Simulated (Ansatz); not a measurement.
C4H12InN, SMILES `CC(C)(C)[NH][InH2]` from Hartree–Fock to CCSD(T)

```xyz
18

C     0.6084    1.5516   -0.6187
C     0.2797    0.1016   -0.2558
C     0.8085   -0.8241   -1.3539
C     0.9491   -0.2503    1.0628
N    -1.1600   -0.0574   -0.1344
In   -2.3742   -0.6186    1.3720
H     1.6853    1.6998   -0.7394
H     0.2485    2.2272    0.1605
H     0.1236    1.8307   -1.5586
H     0.5942   -1.8660   -1.1059
H     1.8882   -0.7114   -1.4865
H     0.3274   -0.5981   -2.3099
H     0.7389   -1.2852    1.3460
H     2.0322   -0.1359    0.9848
H     0.5983    0.4012    1.8677
H    -1.6232    0.1706   -1.0034
H    -4.0192   -0.6073    0.8828
H    -1.7057   -1.0284    2.8899
```

Charge 0, multiplicity 1. Correlated methods include outer-core shells of In, which these sets cover unevenly. In takes the def2 core potential. All single points use the PBE0-D4/def2-TZVP geometry. Frozen core, restricted reference, Ansatz 0.2.0.

```json
{"basis": "def2-SVP", "HF (Eh)": "-401.93389", "MP2 corr.": "-0.85486", "CCSD corr.": "?", "(T)": "?", "CCSD(T) total": "?"}
{"basis": "def2-TZVPP", "HF (Eh)": "?", "MP2 corr.": "-1.22637", "CCSD corr.": "-1.27646", "(T)": "-0.04910", "CCSD(T) total": "?"}
{"basis": "def2-QZVPP", "HF (Eh)": "-402.18887", "MP2 corr.": "?", "CCSD corr.": "–", "(T)": "–", "CCSD(T) total": "–"}
```

**Question.** Fill in the withheld values. (An estimate is asked.)

**Answer.** The calculation gave: def2-SVP CCSD corr.: -0.93042; def2-SVP (T): -0.02957; def2-SVP CCSD(T) total: -402.89388; def2-TZVPP HF (Eh): -402.17707; def2-TZVPP CCSD(T) total: -403.50263; def2-QZVPP MP2 corr.: -1.47339.
